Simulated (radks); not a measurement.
Problem. Coherent X-ray form factor from a spherical all-electron density. Method: scalar-relativistic Kohn-Sham, PBE, spin-unpolarised, spherical densities, finite nucleus; Fermi nuclear charge, rms radius of each element as measured or else 0.836 A^(1/3) + 0.57 fm; computed with a radial shooting solver on a logarithmic mesh with Libxc functionals.

sin(theta)/lambda (1/angstrom)  f0 (electrons)
0.05                                    37.769
0.1                                     37.094
0.15                                    36.026
0.2                                     34.643
0.25                                    33.038
0.3                                     31.305
0.4                                     27.793
0.5                                     24.609
0.6                                     21.958
0.8                                     18.060
1                                       15.178
1.25                                    12.129
1.5                                      9.639
2                                        6.635

The species is in the configuration that NIST lists as its ground one. Which atom or ion scatters so?

Solution. The silver ion Ag9+, [Kr] 4d2. Extrapolating in s^2 from the first two rows gives f0(0) = 38.0, near the electron count 38; among species with that count, the fall with angle is slower the higher Z, and the table is that of Z = 47; from so few rows the species is fixed only to a neighbour or two.
